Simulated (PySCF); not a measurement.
C2HF2O2, SMILES O=C(O)[C](F)F, multiplicity 2.

The structure is a stationary point at PBE-D3(BJ)/def2-SVP. The isomer is the one that the SMILES or the coordinates give; other isomers of the formula were not compared. The values are those of a single conformer.

These are PBE-D3(BJ)/def2-SVP run with PySCF values and carry that method's errors.

Frequencies are harmonic and unscaled.

| mode | ν (cm⁻¹) | IR (km/mol) | moving atoms (share of kinetic energy) |
|---|---|---|---|
| 1 | 85 | 0.0 | C 65 %, F 22 %, O 13 % |
| 2 | 126 | 0.3 | F 42 %, O 40 %, C 17 % |
| 3 | 218 | 1.8 | F 48 %, O 43 % |
| 4 | 403 | 2.7 | F 51 %, O 44 % |
| 5 | 492 | 63.7 | H 79 %, C 19 % |
| 6 | 512 | 7.1 | O 39 %, F 39 %, C 19 % |
| 7 | 582 | 21.9 | F 43 %, O 32 %, C 16 %, H 8 % |
| 8 | 646 | 56.9 | C 65 %, O 21 %, H 14 % |
| 9 | 773 | 40.3 | F 44 %, O 29 %, C 15 %, H 12 % |
| 10 | 1096 | 339.1 | O 47 %, H 25 %, C 25 % |
| 11 | 1255 | 82.3 | H 43 %, C 40 %, F 9 %, O 8 % |
| 12 | 1372 | 217.1 | C 72 %, F 25 % |
| 13 | 1513 | 61.5 | C 83 %, F 9 % |
| 14 | 1724 | 179.6 | C 66 %, O 32 % |
| 15 | 3652 | 92.8 | H 94 % |
